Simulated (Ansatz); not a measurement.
`[SiH2][O][GeH3]` radical. The species carries charge 0 and has multiplicity 2.

Cartesian coordinates in Å:
```
Si 0.902 -0.414 -1.501
O 0.680 -0.263 0.112
Ge -0.522 0.568 1.130
H 1.818 -1.568 -1.736
H -0.405 -0.650 -2.194
H -1.910 0.357 0.504
H -0.154 2.058 1.175
H -0.410 -0.088 2.510
```

**Question.** List the harmonic frequencies (cm⁻¹, unscaled) at PBE0-D4/def2-TZVP in Ansatz. (An estimate is asked.)

**Answer.** Computed: 31, 78, 117, 519, 634, 641, 725, 778, 849, 871, 874, 920, 1033, 2138, 2161, 2168, 2188, 2191.

**Question.** Is this a minimum?

**Answer.** Yes, all 18 modes are real.

**Question.** Give the ideal-gas thermochemistry at 298.15 K and 1 bar (rigid rotor, harmonic oscillator; point group C1, symmetry number 1).

**Answer.** Zero-point energy 113.1 kJ/mol; H(298) − E = 131.7 kJ/mol; entropy 344.5 J/(mol·K), of which translation 168.7, rotation 105.5, vibration 64.5, electronic 5.8; G(298) − E = 29.0 kJ/mol. Modes under 100 cm⁻¹ are hindered rotations or soft bends, so the harmonic entropy is rough.

**Question.** Rotational constants (cm⁻¹)?

**Answer.** 1.078, 0.07182, 0.06964.
